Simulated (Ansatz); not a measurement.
One geometry of Rb8⁻, several levels of theory.

```yaml
crystal:
  periodic: [false, false, false]
  atoms:
    - {symbol: Rb, position_ang: [3.218149, -0.206225, -1.917945]}
    - {symbol: Rb, position_ang: [2.313079, 3.640058, 0.712420]}
    - {symbol: Rb, position_ang: [-4.972685, -0.990631, 0.278188]}
    - {symbol: Rb, position_ang: [-1.271908, 1.153513, 3.120763]}
    - {symbol: Rb, position_ang: [-0.741625, -1.972174, -4.051732]}
    - {symbol: Rb, position_ang: [-1.418795, 2.036828, -1.568687]}
    - {symbol: Rb, position_ang: [-0.369777, -2.828772, 0.630887]}
    - {symbol: Rb, position_ang: [3.243562, -0.832596, 2.796115]}
basis:
  gaussian: {orbitals: def2-TZVPD, initial_orbitals: start.molden}
total_charge: -1
magnetization: {spin_polarized: true, initial_magnetization: 1}
correlation: {method: mp2}
scf: {omitted_lower_state_checks: [starts]}
output: {orbitals: {seedname: orbitals}}
```

The file start.molden holds the orbitals of an earlier run on this structure, at another level or in another basis.

```sh
$ ansatz run in.yaml --threads 4 --pin off --events-out ev --progress --plain --max-ram 4787MiB
```

Shortened log:

```
Functional definition: HF
2736 factors; integrals over basis functions are off by at most 3.9e-5 eV
mean field evaluation 1: about -5181.5424 eV, gradient 7.5e0 eV
mean field evaluation 2: about -5181.9971 eV, gradient 7.5e-1 eV
mean field evaluation 4: about -5182.2369 eV, gradient 1.6e0 eV
mean field evaluation 8: about -5182.4082 eV, gradient 2.6e-1 eV
mean field evaluation 16: about -5182.4382 eV, gradient 5.8e-3 eV
mean field -5182.43822243 eV, -190.4510918916 hartree, gradient 2.1e-6 eV, S^2 3.073520; 0 other end points of the search recorded, 0 dependent functions left out
reference -5182.43822243 eV, -190.4510918916 hartree; 37, 36 occupied and 227, 228 virtual orbitals, 2736 factors
second order -16.81601071 eV of doubles, -0.00000000 eV of singles
Total energy: -5199.25423315 eV, -191.0690688871 hartree
Checks for a lower state left out: starts
```

It took 56 s on 4 threads of Arm Neoverse V1 on a shared host, peak host memory 1.6 GiB.

First input, but with `hamiltonian: {xc: pbe}`, `correlation: {method: rpa}` and without the key `output` (abridged; 60 s):

```
Functional definition: PBE
mean field -5247.10404770 eV, -192.8275171383 hartree, gradient 2.6e-6 eV, S^2 0.773000
Total energy: -5211.82919894 eV, -191.5311903563 hartree
Checks for a lower state left out: starts
```

First input, but with `hamiltonian: {xc: pbe}`, `output: {forces: true, orbitals: {seedname: orbitals}}` and without the key `correlation` (abridged; 63 s):

```
Functional definition: PBE
mean field -5247.10404928 eV, -192.8275171962 hartree, gradient 9.9e-6 eV, S^2 0.773000
Total energy: -5247.10410596 eV, -192.8275192793 hartree
Atom 0 force    -0.000930     0.000465    -0.001449 eV/Å
Atom 1 force     0.003606    -0.009470     0.001404 eV/Å
Atom 2 force     0.009917     0.000070    -0.007370 eV/Å
Atom 3 force    -0.001075    -0.000298    -0.003736 eV/Å
Atom 4 force     0.002224     0.009770     0.021517 eV/Å
Atom 5 force    -0.007930    -0.000258    -0.002679 eV/Å
Atom 6 force    -0.005631    -0.007182    -0.000066 eV/Å
Atom 7 force    -0.000180     0.006903    -0.007621 eV/Å
Dipole moment:     0.514299     0.113169     0.006301 e Å
Checks for a lower state left out: starts
```

The first input with `hamiltonian: {xc: pbe0}` and without the key `correlation` (abridged; 2.2 min):

```
Functional definition: PBE0
mean field -5246.67815659 eV, -192.8118659284 hartree, gradient 7.6e-6 eV, S^2 0.814046
Total energy: -5246.67819845 eV, -192.8118674670 hartree
Checks for a lower state left out: starts
```

As the first input, with `hamiltonian: {xc: {name: revPBE}}` and without the key `correlation` (abridged; 66 s):

```
Functional definition: revPBE
mean field -5252.60839654 eV, -193.0297982270 hartree, gradient 8.2e-6 eV, S^2 0.786565
Total energy: -5252.60846565 eV, -193.0298007666 hartree
Checks for a lower state left out: starts
```

As the first input, with `hamiltonian: {xc: {name: B3LYP}}` and without the key `correlation` (abridged; 90 s):

```
Functional definition: B3LYP
mean field -5249.49671379 eV, -192.9154459951 hartree, gradient 2.3e-6 eV, S^2 0.779968
Total energy: -5249.49696440 eV, -192.9154552049 hartree
Checks for a lower state left out: starts
```

Geometry: PBE/def2-SVPD.

In the def2 sets Rb takes a core potential; there is no spin–orbit coupling. B3LYP takes the VWN-RPA correlation. Correlated methods freeze no core orbitals; core or outer-core shells of Rb are correlated, in sets that lack core-valence functions. At MP2/def2-TZVPD the charge -1 doublet is spin-contaminated (final ⟨S²⟩ up to 3.07, 0.75 for a pure state). At PBE/def2-TZVPD, revPBE/def2-TZVPD the highest occupied level of the charge -1 doublet lies above zero (up to 0.10 eV). It is a level of α spin, whose loss leaves a singlet; that state wasn't run at this geometry and level. The electron is either unbound and held by the finite basis, or the level is raised by self-interaction error. Another isomer (doublet) lies 0.06 eV lower at PBE0/def2-TZVPD; other spin states weren't run for this one.
